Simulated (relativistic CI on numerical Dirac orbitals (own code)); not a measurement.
## Crystal-field levels of Os³⁺, 5d5

Calculated by Dirac-Coulomb-Breit CI, orbitals from a KLI potential per configuration, model QED (radiative potential, 1s self-energy scaled to tabulated hydrogen-like ionisation energies), valence Slater integrals scaled by 0.9, one configuration in a parametric crystal field (own radial code). With so little scaling, terms lie 10 to 35 % too far apart, which can change the order of excited levels.

Field parameters in Wybourne normalisation: D3d B²₀ = −7Dσ, B⁴₀ = −14Dq − 21Dτ, B⁴₃ = −14√(10/7) Dq. The field is a parameter set, without covalency.

S is read from ⟨S²⟩ = S(S + 1).

Levels (cm⁻¹, degeneracy): 0 (2), 5571 (2), 7583 (2), 31765 (2), 31879 (2), 33300 (2), 33893 (2), 35296 (2), 36023 (2), 39457 (2), 40111 (2), 40409 (2).

**Question.** Which field gives this pattern?
A. D3d, 10Dq = 43500, Dσ = 1200, Dτ = 260 cm⁻¹
B. D3d, 10Dq = 43500, Dσ = 330, Dτ = 260 cm⁻¹
C. D3d, 10Dq = 43500, Dσ = -980, Dτ = 260 cm⁻¹
D. D3d, 10Dq = 43500, Dσ = -1200, Dτ = 260 cm⁻¹

**Answer.** B. D3d, 10Dq = 43500, Dσ = 330, Dτ = 260 cm⁻¹, ground level with S = 0.55.
